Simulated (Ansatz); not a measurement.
`[Br][SnH2][Br]` + `OC([SiH3])Br` → `[OH][SnH2][Br]` + `[SiH3]C(Br)Br`  (redistribution)

Calculated with Ansatz (gas phase, PBE0-D4/def2-TZVP geometries, no zero-point term in ΔE). CCSD(T)/CBS is the MP2 limit (def2-TZVPP, def2-QZVPP) plus CCSD(T) − MP2 in def2-TZVPP, frozen cores. DFT in def2-TZVPP. B3LYP here is the variant with VWN-RPA as its local correlation; programs differ in this. def2 core potentials past Kr. For Br, Sn outer-core shells are correlated without core-valence functions, which leaves a few kJ/mol of doubt a bond. Scalar relativity is left out up to krypton. One conformer a species, not always the lowest.

Problem. Is it downhill or uphill in electronic energy at CCSD(T)/CBS, and by how much? (Best estimate.)

Solution. Computed: Uphill: ΔE = +58.5 kJ/mol.

Problem. What do these levels give: PBE-D4, PBE0-D4, B3LYP-D4, PBE, r2SCAN, PBE0, B3LYP, HF/def2-TZVPP, MP2/def2-TZVPP, SCS-MP2/def2-TZVPP, CCSD/def2-TZVPP, SCS-MP2/def2-QZVPP? (An estimate is asked.)

Solution. Ansatz gave: PBE-D4 67.5, PBE0-D4 73.2, B3LYP-D4 69.3, PBE 69.3, r2SCAN 70.9, PBE0 74.7, B3LYP 72.3, HF/def2-TZVPP 86.8, MP2/def2-TZVPP 48.5, SCS-MP2/def2-TZVPP 49.8, CCSD/def2-TZVPP 59.5, SCS-MP2/def2-QZVPP 51.0 kJ/mol.

Largest T1 diagnostic among the species: 0.011.

The D4 term adds −3.1 kJ/mol with B3LYP and −1.5 kJ/mol with PBE0; it sums over pairs of atoms, weighted by their polarisabilities, and B3LYP, whose exchange is more repulsive, gets the larger term. In def2-TZVPP, CCSD(T) changes the Hartree–Fock value by −30.9 kJ/mol (the triples alone add −3.6 kJ/mol) and MP2 by −38.3 kJ/mol.
